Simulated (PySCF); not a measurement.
## Correlation energy of Co (cobalt, neutral)

[Ar] 3d8 4s1, high-spin 4F determinant (an excited configuration). Computed with PySCF 2.14 in x2c-QZVPPall with one added diffuse shell each of s, p, d, f, g type (12s8p6d5f3g, 128 functions), with the spin-free X2C one-electron Hamiltonian (Gaussian nucleus). Frozen: [Ne]; 17 electrons correlated.

MP2 pair energies summed by pair of shells (mhartree):

```
 pair   energy  share (%)
3d-3d  -304.10       43.9
3p-3d  -219.34       31.6
3p-3p   -57.56        8.3
3s-3d   -47.89        6.9
3s-3p   -29.37        4.2
3d-4s   -25.42        3.7
3s-3s    -4.71        0.7
3p-4s    -4.38        0.6
3s-4s    -0.38        0.1
```

Total MP2 correlation energy: -693.14 mhartree.

Same-spin part -231.18 and opposite-spin part -461.97 mhartree; SCS-MP2 scales them by 1/3 and 6/5 to -631.42 mhartree.

This basis was not built for core-valence correlation, so the inner-shell part is incomplete.
